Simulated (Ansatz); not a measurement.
Cost and result for the atomization energy of C$_{12}$H$_{14}$O$_{2}$ (`CC(C)C(=O)CC(=O)c1ccccc1`) (28 atoms, 28 bonds).

Cartesian coordinates in Å:
```
C -3.242 -0.467 0.285
C -2.184 -1.047 -0.635
C -2.632 -2.382 -1.237
C -0.878 -1.271 0.093
O -0.815 -1.476 1.279
C 0.381 -1.231 -0.763
C 0.756 0.212 -1.068
O 0.345 0.739 -2.077
C 1.606 0.947 -0.099
C 2.113 2.188 -0.482
C 2.903 2.917 0.386
C 3.181 2.418 1.653
C 2.669 1.192 2.047
C 1.890 0.451 1.173
H -2.929 0.497 0.691
H -4.177 -0.321 -0.260
H -3.430 -1.137 1.126
H -1.978 -0.355 -1.460
H -1.882 -2.806 -1.909
H -3.549 -2.240 -1.812
H -2.834 -3.108 -0.446
H 1.177 -1.756 -0.239
H 0.185 -1.702 -1.727
H 1.872 2.559 -1.471
H 3.302 3.877 0.080
H 3.798 2.991 2.336
H 2.876 0.809 3.039
H 1.476 -0.496 1.496
```

The species carries charge 0 and has multiplicity 1. The geometry is a stationary point of PBE0-D4/def2-TZVP. It is one conformer, not always the lowest. Program: Ansatz. All runs use 11 threads of an AMD EPYC 7R13 on a shared host and a whole NVIDIA H100 80 GB. Times are those of one run each, without the atoms' runs, and a repeat can differ threefold. Electronic energies, without spin–orbit coupling; frozen cores. CCSD(T)/CBS adds CCSD(T) − MP2 in def2-TZVPP to the MP2 limit, and its time is that of the two runs behind it. T1 = 0.013; the RHF reference is unstable towards UHF. B3LYP takes the VWN-RPA correlation (the form of Gaussian; ORCA's B3LYP/G).

CCSD(T)/CBS is a level of theory with its own doubt, some kJ/mol a heavy atom from the limit and from the frozen cores, so smaller differences don't rank the functionals.

| level | functions | wall time |
| --- | --- | --- |
| BLYP-D4/def2-TZVPP | 630 | 3.1 s |
| r2SCANh-D4/def2-TZVPP | 630 | 3.5 s |
| CAM-B3LYP-D4/def2-TZVPP | 630 | 3.9 s |
| ωB97X-V/def2-TZVPP | 630 | 3.9 s |
| B3LYP-D4/def2-TZVPP (with forces) | 630 | 4 s |
| r2SCAN-D4/def2-TZVPP (with forces) | 630 | 4.1 s |
| B2PLYP/def2-TZVPP | 630 | 5 s |
| PBE-QIDH/def2-TZVPP | 630 | 5.5 s |
| ωB97M-V/def2-TZVPP (with forces) | 630 | 6 s |
| CCSD(T)/def2-SVP | 266 | 8.5 s |
| MP2/def2-QZVPP | 1218 | 10 s |
| CCSD(T)/def2-TZVPP | 630 | 2.1 min |
| CCSD(T)/CBS(def2) | – | 2.3 min |

Q: What atomization energy does each give, and how far from CCSD(T)/CBS? (Best estimate.)

A: The calculation gave: 
| level | atomization (kcal/mol) | difference from CCSD(T)/CBS | per bond |
| --- | --- | --- | --- |
| BLYP-D4/def2-TZVPP | 3091.0 | 16.1 | 0.6 |
| r2SCANh-D4/def2-TZVPP | 3083.2 | 8.3 | 0.3 |
| CAM-B3LYP-D4/def2-TZVPP | 3096.1 | 21.2 | 0.8 |
| ωB97X-V/def2-TZVPP | 3085.2 | 10.3 | 0.4 |
| B3LYP-D4/def2-TZVPP (with forces) | 3086.2 | 11.3 | 0.4 |
| r2SCAN-D4/def2-TZVPP (with forces) | 3104.2 | 29.3 | 1.0 |
| B2PLYP/def2-TZVPP | 3056.7 | -18.2 | -0.7 |
| PBE-QIDH/def2-TZVPP | 3090.4 | 15.5 | 0.6 |
| ωB97M-V/def2-TZVPP (with forces) | 3091.6 | 16.7 | 0.6 |
| CCSD(T)/def2-SVP | 2970.7 | -104.2 | -3.7 |
| MP2/def2-QZVPP | 3126.7 | 51.8 | 1.8 |
| CCSD(T)/def2-TZVPP | 3004.1 | -70.8 | -2.5 |
| CCSD(T)/CBS(def2) | 3074.9 | 0.0 | 0.0 |

From r2SCAN to r2SCAN0 (25 % exact exchange), in def2-TZVPP and without D4, the atomization energy moves by −51.9 kcal/mol: exact exchange takes away binding that semilocal exchange gives to molecules. In def2-TZVPP, CCSD(T) changes the Hartree–Fock value by +746.1 kcal/mol (the triples alone add +56.8 kcal/mol) and MP2 by +827.2 kcal/mol; breaking electron pairs costs correlation energy, which Hartree–Fock lacks. Leaving LDA and LC-ωPBE aside and taking each functional with its dispersion term where it has one, the values, not all of them listed here, spread over 207.2 kcal/mol, from BHLYP-D4 to PBE-D4. LDA lies +397.3 kcal/mol from PBE without D4, its usual overbinding.
